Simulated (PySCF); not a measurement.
BP86 on C⁻ (carbon, charge -1), [He] 2s2 2p3, high-spin 4S determinant. All numbers are calculated (PySCF 2.14, the spin-free X2C one-electron Hamiltonian (Gaussian nucleus), in aug-cc-pVQZ-DK (6s5p4d3f2g, 80 functions)).

```
cycle= 1 E= -37.9203511894013  delta_E= -0.00463  |g|= 0.0566  |ddm|= 0.469
cycle= 2 E= -37.9081223620965  delta_E= 0.0122  |g|= 0.134  |ddm|= 0.448
cycle= 3 E= -37.9234626809254  delta_E= -0.0153  |g|= 0.012  |ddm|= 0.29
cycle= 4 E= -37.9236192942476  delta_E= -0.000157  |g|= 0.000981  |ddm|= 0.0341
cycle= 5 E= -37.9236201567266  delta_E= -8.62e-07  |g|= 8.15e-05  |ddm|= 0.00191
cycle= 6 E= -37.9236201629236  delta_E= -6.2e-09  |g|= 4.92e-06  |ddm|= 0.000189
cycle= 7 E= -37.923620162947  delta_E= -2.34e-11  |g|= 2.17e-07  |ddm|= 1.11e-05
converged SCF energy = -37.923620162947  <S^2> = 3.7532573  2S+1 = 4.0016283
```

Highest occupied orbital energy: 1.778 eV; ⟨L²⟩ = 0.00; populations by l: s 4.00, p 3.00, d 0.00, f 0.00.

Can this result be used?

With care. The run converged. At BP86 the highest occupied level has a positive energy, so only the finite basis holds that electron; in a semilocal or global hybrid functional this comes from self-interaction and does not mean that the real anion is unbound.
